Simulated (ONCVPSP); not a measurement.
## phosphorus (P): one change to an ONCV potential, before and after

P (Z = 15), optimised norm-conserving Vanderbilt (ONCV), made with ONCVPSP 4.0.1 (LDA (Perdew-Wang 92), scalar-relativistic). Core [Ne], reference 3s2 3p2.5 (charge +0.5). Waves: 3s: rc 1.30 bohr, ncon 4, nbas 7, qcut 4.1 1/bohr, 2 projectors, debl 0.6 Ha; 3p: rc 1.90 bohr, ncon 4, nbas 7, qcut 5.1 1/bohr, 1 projector. Local part: polynomial inside 1.15 bohr (lpopt 2, dvloc0 0 Ha). Core correction: none.

In the s channel the program set the typed energies aside and used -0.679, 0.250 Ha.

All-electron outer shells of the reference configuration (LDA (PZ), scalar-relativistic, ld1.x):

```tsv
shell	level (eV)	outermost node (bohr)	outermost maximum (bohr)
2s	-178.14	0.14	0.42
2p	-129.52	–	0.35
3s	-18.47	0.66	1.56
3p	-9.76	0.64	1.79
```

Change: s: debl 4.55.

Cutoffs: the cutoffs (Ha) at which the residual kinetic energy of the hardest occupied pseudo-wave falls to 1 and 0.1 mHa per electron; they do not see the model core or the augmentation charge, which bear on the density cutoff. Errors are all-electron minus pseudo energies relative to the spin-unpolarised reference configuration.

Question: What does the change do?

Answer: The potential gets neither clearly harder nor softer (15 Ha and 61 Ha → 15 Ha and 61 Ha); the errors of the 4 common tests hardly move; the range in which the s phases agree widens (upper end 3.3 → at the end of the scan); neither file shows a bound ghost.

| quantity | base | changed |
| --- | --- | --- |
| cutoff, loose | 15 Ha | 15 Ha |
| cutoff, tight | 61 Ha | 61 Ha |
| bound ghosts | none | none |
| GHOST(+) flags under 300 eV | s at 114.8 eV | s at 197.6 eV |
| error for 3s2 3p3, meV [ΔE -3.82 eV] | +1.0 | +1.1 |
| error for 3s2 3p2, meV [ΔE 6.00 eV] | +1.2 | +1.2 |
| error for 3s2 3p1, meV [ΔE 25.24 eV] | +23 | +23 |
| error for 3s1 3p4, meV [ΔE 4.68 eV] | +1.8 | +1.8 |
| s: phases at 1.32 bohr within 0.05 rad from the reference energy up to (Ha; the scan ends near 5) | 3.3 | to the end of the scan |
| p: phases at 1.93 bohr within 0.05 rad from the reference energy up to (Ha; the scan ends near 5) | 1.7 | 1.7 |
